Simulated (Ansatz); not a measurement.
Cu(NH3)I (CuINH3). Charge 0, multiplicity 1. Geometry PBE-D4/def2-TZVP; atoms count from 1.

```xyz
6

Cu    1.039   -0.240   -0.239
N    -0.818    0.188    0.189
H    -1.340   -0.645    0.476
H    -1.307    0.591   -0.616
H    -0.881    0.867    0.954
I     3.307   -0.762   -0.763
```

In the def2 sets I takes a core potential; there is no spin–orbit coupling.

Q: Estimate the Mulliken populations from the PBE0/def2-TZVP orbitals of Ansatz.

A: 
```
atom  charge (e)  d electrons
 Cu1        0.12         9.86
  N2       -0.61            –
  H3        0.29            –
  H4        0.29            –
  H5        0.29            –
  I6       -0.37            –
```
Mulliken values depend strongly on the basis.

Q: And the Mayer bond orders between heavy atoms (over 0.3)?

A: Cu1–N2 0.47 (1.95 Å); Cu1–I6 1.00 (2.39 Å).
